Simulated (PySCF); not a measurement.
C6H7F2 (doublet state).
Geometry (GFN2-xTB, Å), atoms numbered from 1 in this order:
```xyz
15
C6H7F2 angstrom
C      2.8831   -0.5748    0.1411
C      1.6601   -0.2670    0.4313
C      0.4263    0.0526    0.6713
C     -0.6309    0.1338   -0.4213
C     -1.4981    1.3793   -0.2548
C     -1.4498   -1.1065   -0.3347
F     -0.8889   -2.2599   -0.7358
F     -2.1434   -1.3331    0.7940
H      3.2168   -1.6001    0.1307
H      3.6245    0.1761   -0.0804
H      0.0652    0.2197    1.6758
H     -0.1406    0.1306   -1.3986
H     -2.2388    1.4331   -1.0487
H     -2.0154    1.3554    0.7015
H     -0.8746    2.2689   -0.2932
```

The hyperfine couplings belong to this conformer and change with its torsions.

The species is `C=C=C[C@H](C)[C](F)F` [radical].

Method: UKS B3LYP, pcH-1 on C F H, non-relativistic, mean-field spin-orbit, GIAO in PySCF. One conformer (not necessarily the lowest) at the GFN2-xTB geometry, without solvent, vibrations or thermal averaging. The geometry wasn't refined by DFT: couplings that depend on bond lengths, twists or pyramidal angles can differ widely from those at the functional's own minimum. No stability test was run, so a lower SCF solution isn't excluded.

Q: Where do the isotropic ENDOR lines of C3, C4, C5, C2, H12, H9, H10, H11 and H13/H14/H15 fall at 336.0 mT, to first order?

A: ν± = |νn ± a/2|, one line for each electron-spin manifold; νn = |g_N| × 7.62259 MHz/T × B.

```
     nuclei  isotope     g_N  νn (MHz)  a_iso (MHz)  lower line (MHz)  upper line (MHz)
         C3      13C  1.4048      3.60        43.38             18.09             25.29
         C4      13C  1.4048      3.60        26.19              9.50             16.69
         C5      13C  1.4048      3.60        11.36              2.08              9.28
         C2      13C  1.4048      3.60         2.82              2.19              5.01
        H12       1H  5.5857     14.31         6.53             11.04             17.57
         H9       1H  5.5857     14.31         5.47             11.57             17.04
        H10       1H  5.5857     14.31         4.72             11.94             16.67
        H11       1H  5.5857     14.31        -3.13             12.74             15.87
H13/H14/H15       1H  5.5857     14.31        -1.25             13.68             14.93
```

The rows for 13C, of low natural abundance, apply to labelled samples.

Q: Which pairs are centred on the nuclear Larmor frequency, and which on half the coupling?

A: Centred on νn, since |a| < 2νn: C2, H12, H9, H10, H11 and H13/H14/H15. Centred on |a|/2 and split by 2νn: C3, C4 and C5.

Q: At what field would the lower line of C3 fall to zero frequency?

A: Where νn = |a|/2, that is B = 21.69 MHz/(1.4048 × 7.62259 MHz/T) = 2030 mT, as far as first order holds there.

Couplings of abundant isotopes left out: F7/F8 (230.6 MHz).

Means are taken over nuclei equivalent by connectivity, which assumes that they swap fast. H9 and H10 aren't averaged: C1 is flat or nearly so (angle sum 360°), and its turn about the short C1–C2 bond (1.29 Å) is taken as slow.

Time: 2.3 min wall (with the writing of density and orbital grids); peak memory 0.97 GiB. Hardware: an Intel Xeon at 2.50 GHz with one thread (shared host).
